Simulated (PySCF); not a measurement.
ClH₆N₃Sn. Atoms are numbered in the order given.

```xyz
11

N      0.4953    -1.8507    -0.9404
Sn     0.0000     0.0000    -0.2465
N      1.3551     1.3543    -0.9404
N     -1.8504     0.4964    -0.9404
Cl     0.0000     0.0000     2.1501
H      0.3964    -2.5727    -0.2256
H      1.4627    -1.8685    -1.2674
H      0.8868     2.2010    -1.2674
H      2.0298     1.6296    -0.2256
H     -2.3495    -0.3325    -1.2674
H     -2.4262     0.9430    -0.2256
```
Charge 0, spin multiplicity 1.

Coordinates come from a B3LYP-D3(BJ)/def2-SVP optimisation. The def2 effective core potentials stand for the cores of Sn; spin–orbit coupling is left out. The values are those of a single conformer.

Method: IEF-PCM-PBE0/def2-SVP (PySCF).

The values are the electrostatic part of the solvation free energy, E(continuum) − E(gas) at the gas-phase geometry, in a cavity of scaled van der Waals radii (PySCF's table); cavitation and dispersion terms are not included. A continuum can't describe solvent molecules that bind to the metal. In vacuum the orbital gap is 6.66 eV. The dipole moment in vacuum is 0.30 D.

Computed values in water (ε = 78.36), acetone (ε = 20.49), toluene (ε = 2.37):
```csv
solvent,ε,ΔG(elec) (kcal/mol),dipole (D),gap (eV)
water,78.36,-10.3,0.35,6.72
acetone,20.49,-9.7,0.36,6.71
toluene,2.37,-4.9,0.38,6.68
```
